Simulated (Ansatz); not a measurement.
Total energies of Cl2H3O3Ta, SMILES `[OH][Ta]([OH])([OH])([Cl])[Cl]`.

```xyz
9

O     1.4398    1.0569    0.1030
Ta   -0.0059   -0.1263   -0.2150
O    -1.0765    1.2542   -0.8373
O    -1.2520   -0.5553    1.1473
Cl    1.3886   -1.8245    0.7626
Cl   -0.0627   -1.3119   -2.1965
H     2.2318    0.7447    0.5490
H    -1.6318    1.9733   -1.1276
H    -1.0314   -1.2110    1.8144
```

The species carries charge 0 and has multiplicity 1. Correlated methods include outer-core shells of Ta, which these sets cover unevenly. Ta: def2 effective core potential. Geometry: relaxed with PBE0-D4/def2-TZVP. It is one conformer, not always the lowest. Basis def2-TZVPP, the Gaussian-basis code of Ansatz.

RPA on PBE orbitals: Hartree–Fock energy of these orbitals -1202.05555 Eh, correlation -2.29548 Eh (frozen core).

```
             functional  energy without D4 (Eh)  D4 term (kJ/mol)
            LDA (SPW92)             -1200.66291                 –
                    PBE             -1204.76632             -23.0
                 revPBE             -1205.15635             -56.8
                   BLYP             -1205.28881             -48.1
                 r2SCAN             -1205.21390              -5.7
                 B97M-V             -1205.04399                 –
                   PBE0             -1204.78414             -19.9
                  B3LYP             -1205.38897             -37.1
                r2SCANh             -1205.17065              -6.2
                r2SCAN0             -1205.10810              -6.9
HSE06 (plane-wave form)             -1204.75794             -18.8
                  BHLYP             -1205.09971             -31.9
              CAM-B3LYP             -1205.25252             -20.7
                LC-ωPBE             -1204.97458                 –
                ωB97X-V             -1205.09382                 –
                ωB97M-V             -1205.14475                 –
                 B2PLYP             -1204.83179                 –
               PBE-QIDH             -1204.50192                 –
```

B3LYP takes the VWN-RPA correlation (the form of Gaussian; ORCA's B3LYP/G). HSE06 is the plane-wave form, built on full-range PBE exchange. The double hybrids freeze the cores in their second-order part.

LC-ωPBE has ω = 0.4 bohr⁻¹.
